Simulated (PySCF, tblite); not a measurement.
Isomers of C6H8F2S2, one GFN2-xTB conformer each. Single-point energies are computed at PBE0/pcSseg-1 (PySCF, gas phase, no added dispersion term), electronic only.

Question: Rank them by PBE0/pcSseg-1 energy, lowest first (kJ/mol).
A. `[F:1][CH:2]([F:3])[C@H:4]1[CH2:5][C:6](=[S:7])[CH2:8][CH2:9][S:10]1` with F1–C2–C4–C5 69°, C2–C4–C5–C6 73°, C4–C5–C6–S7 -128°, C5–C6–C8–C9 -58°, C6–C8–C9–S10 62°
B. `[F:1][CH:2]([F:3])[C@H:4]1[CH2:5][CH2:6][C:7](=[S:8])[CH2:9][S:10]1` with F1–C2–C4–C5 63°, C2–C4–C5–C6 72°, C4–C5–C6–C7 57°, C5–C6–C7–S8 115°, C6–C7–C9–S10 65°

Answer: B (0.0), A (2.8).

Neighbours under 10 kJ/mol apart (FC(F)[C@H]1CCC(=S)CS1 and FC(F)[C@H]1CC(=S)CCS1) can change places with a better method, another conformer or zero-point energy. GFN2-xTB itself gives, in the same order: 0.0, 1.8. Both levels put the same isomer lowest.

Question: Which frontier levels, dipoles and rotational constants go with these structures?

Answer: 
| SMILES | HOMO (eV, PBE0/pcSseg-1) | LUMO (eV) | dipole (D) | A, B, C (MHz) |
| --- | --- | --- | --- | --- |
| FC(F)[C@H]1CCC(=S)CS1 | -6.45 | -2.28 | 2.02 | 1864, 626.0, 565.3 |
| FC(F)[C@H]1CC(=S)CCS1 | -6.44 | -2.14 | 2.90 | 1175, 953.3, 648.8 |

Question: What happens when harmonic zero-point energies from GFN2-xTB frequencies are added?

Answer: 
| SMILES | ZPE (kJ/mol) | electronic (kJ/mol) | with ZPE (kJ/mol) |
| --- | --- | --- | --- |
| FC(F)[C@H]1CCC(=S)CS1 | 342.5 | 0.0 | 0.0 |
| FC(F)[C@H]1CC(=S)CCS1 | 341.7 | 2.8 | 2.0 |

The zero-point energies span 0.8 kJ/mol. The order is unchanged.

Question: As an exercise, what shares would exp(−E/RT) give at 500 K from these electronic energies alone (no entropy, no degeneracies)?

Answer: RT = 4.157 kJ/mol: FC(F)[C@H]1CCC(=S)CS1 66.3 %, FC(F)[C@H]1CC(=S)CCS1 33.7 %.
